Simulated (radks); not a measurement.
Excited configurations of Ba IV: one electron is placed in a higher orbital outside [Kr] 4d10 5s2 5p4. The ground configuration is [Kr] 4d10 5s2 5p5. Calculated with a radial shooting solver on a logarithmic mesh with Libxc functionals: Dirac Kohn-Sham, LDA (Slater exchange, Perdew-Wang correlation), spin-unpolarised, spherical densities, finite nucleus; open shells fill j = l - 1/2 first; Fermi nuclear charge, rms radius 4.8378 fm. Excitation = E - E(ground); binding = E(ion) - E, where the ion is the core of charge +4; n* = 4/sqrt(2 binding) in atomic units, and the quantum defect is n - n*.

outer orbital  excitation (eV)  binding (eV)     n*  eigenvalue (eV)
6p1/2                   26.625        20.750  3.239          -18.218
6d3/2                   32.911        14.464  3.880          -12.662
6f5/2                   38.385         8.989  4.921           -7.815
7s1/2                   33.526        13.849  3.965          -12.357
7f5/2                   41.064         6.311  5.873           -5.582

The Delta-SCF ionisation energy is 47.375 eV (NIST Atomic Spectra Database: 47.0 eV, semi-empirical). Self-interaction in the functional shifts the binding energies and quantum defects, so they are the method's values and not measured ones. Spin polarisation and multiplet splitting are left out, so open shells lie too high by an amount that depends on their filling.

Beside tabulated values, note that spin-unpolarised runs miss the spin-polarisation part of the exchange energy of open shells.
